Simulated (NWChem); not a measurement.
System: C2H3FO2Si; SMILES F[Si@H]1C(OC1)=O

The following NWChem deck was run.

```
start job
memory heap 200 mb stack 900 mb global 1100 mb
geometry units angstroms noautoz
  O      1.353330    -1.837534     0.096579
  C      0.482816    -1.020330     0.000020
  O     -0.876678    -1.296355     0.192261
  C     -1.554979    -0.001618     0.070214
  Si     0.082285     0.840555    -0.421660
  F      0.656320     2.012455     0.566663
  H     -2.359419    -0.068362    -0.689670
  H     -1.993156     0.295994     1.044756
  H      0.264023     1.327664    -1.828993
end
basis spherical
  * library def2-svp
end
dft
  xc m05-2x
  iterations 150
  mulliken
end
task dft energy
```

NWChem printed, in part:

```
             Northwest Computational Chemistry Package (NWChem) 7.3.0
             --------------------------------------------------------

 C1  symmetry detected

                             Geometry "geometry" -> ""
                             -------------------------

 Output coordinates in angstroms (scale by  1.889725989 to convert to a.u.)

  No.       Tag          Charge          X              Y              Z
 ---- ---------------- ---------- -------------- -------------- --------------
    1 O                    8.0000     1.34090384    -1.84722486     0.06200812
    2 C                    6.0000     0.47087709    -1.02711665    -0.01158945
    3 O                    8.0000    -0.88071638    -1.29292186     0.24122081
    4 C                    6.0000    -1.55757272     0.00323970     0.12649369
    5 Si                  14.0000     0.06170300     0.82888469    -0.44629360
    6 F                    9.0000     0.68160411     2.01336212     0.49836717
    7 H                    1.0000    -2.39314776    -0.07139096    -0.59824542
    8 H                    1.0000    -1.95356906     0.31863212     1.11341751
    9 H                    1.0000     0.18711193     1.29254952    -1.86762311

 Effective nuclear repulsion energy (a.u.)     291.0415643142

                                 NWChem DFT Module
                                 -----------------

 Summary of "ao basis" -> "ao basis" (spherical)
 ------------------------------------------------------------------------------
       Tag                 Description            Shells   Functions and Types
 ---------------- ------------------------------  ------  ---------------------
 O                          def2-svp                 6       14   3s2p1d
 C                          def2-svp                 6       14   3s2p1d
 Si                         def2-svp                 8       18   4s3p1d
 F                          def2-svp                 6       14   3s2p1d
 H                          def2-svp                 3        5   2s1p

            General Information
            -------------------
          SCF calculation type: DFT
          Wavefunction type:  closed shell.
          No. of atoms     :     9
          No. of electrons :    54
           Alpha electrons :    27
            Beta electrons :    27
          Charge           :     0
          Spin multiplicity:     1
          Use of symmetry is: off; symmetry adaption is: off
          Maximum number of iterations: 150
          AO basis - number of functions:   103
                     number of shells:    47
          Convergence on energy requested:  1.00D-06
          Convergence on density requested:  1.00D-05
          Convergence on gradient requested:  5.00D-04

              XC Information
              --------------
                       M05-2X Method XC Functional
                     Hartree-Fock (Exact) Exchange  0.560
                M05-2X metaGGA Exchange Functional  0.440
                      M05-2X Correlation Potential  1.000

             Grid Information
             ----------------
          Grid used for XC integration:  medium
          Radial quadrature: Mura-Knowles
          Angular quadrature: Lebedev.
          Tag              B.-S. Rad. Rad. Pts. Rad. Cut. Ang. Pts.
          ---              ---------- --------- --------- ---------
          O                   0.60       49          11.0       434
          C                   0.70       49           9.0       434
          Si                  1.10       88           8.0       590
          F                   0.50       49          10.0       434
          H                   0.35       45          10.0       434
          Grid pruning is: on
          Number of quadrature shells:   468
          Spatial weights used:  Erf1

      Superposition of Atomic Density Guess
      -------------------------------------

 Sum of atomic energies:        -614.16082153

      Non-variational initial energy
      ------------------------------

 Total energy =    -616.373162
 1-e energy   =   -1427.423016
 2-e energy   =     520.008290
 HOMO         =      -0.316879
 LUMO         =      -0.024863

     ---------------------------------------------
      Total Density - Mulliken Population Analysis
     ---------------------------------------------

    Atom       Charge   Shell Charges
 -----------   ------   -------------------------------------------------------
    1 O    8     8.70   1.99  1.14  0.66  3.06  1.83  0.01
    2 C    6     5.32   1.99  0.94  0.35  1.42  0.52  0.10
    3 O    8     8.57   1.99  1.10  0.70  2.89  1.87  0.01
    4 C    6     6.07   1.99  0.95  0.30  1.83  0.97  0.04
    5 Si  14    12.88   2.00  1.99  0.96  0.24  5.93  0.92  0.62  0.22
    6 F    9     9.58   1.99  1.15  0.79  3.51  2.14  0.00
    7 H    1     0.90   0.67  0.20  0.02
    8 H    1     0.90   0.68  0.20  0.02
    9 H    1     1.08   0.69  0.38  0.01

   convergence    iter        energy       DeltaE   RMS-Dens  Diis-err
 ---------------- ----- ----------------- --------- --------- ---------
 d= 0,ls=0.0,diis     1   -617.2580488351 -9.08D+02  1.60D-02  1.41D+00
 d= 0,ls=0.0,diis     2   -617.1299707795  1.28D-01  9.04D-03  3.24D+00
 d= 0,ls=0.0,diis     3   -617.4252471719 -2.95D-01  1.79D-03  5.10D-02
 d= 0,ls=0.0,diis     4   -617.4282179792 -2.97D-03  7.72D-04  2.49D-02
 d= 0,ls=0.0,diis     5   -617.4304570470 -2.24D-03  1.83D-04  4.95D-04
  Resetting Diis
 d= 0,ls=0.0,diis     6   -617.4305116917 -5.46D-05  6.89D-05  6.93D-05
 d= 0,ls=0.0,diis     7   -617.4305198339 -8.14D-06  4.59D-05  1.30D-05
 d= 0,ls=0.0,diis     8   -617.4305199163 -8.24D-08  2.08D-05  1.73D-05
 d= 0,ls=0.0,diis     9   -617.4305214192 -1.50D-06  6.78D-06  3.54D-07
 d= 0,ls=0.0,diis    10   -617.4305214650 -4.59D-08  3.84D-06  1.67D-07

[...]
```

Level: M05-2X/def2-SVP. The geometry was optimised at PBE-D3(BJ)/def2-SVP.
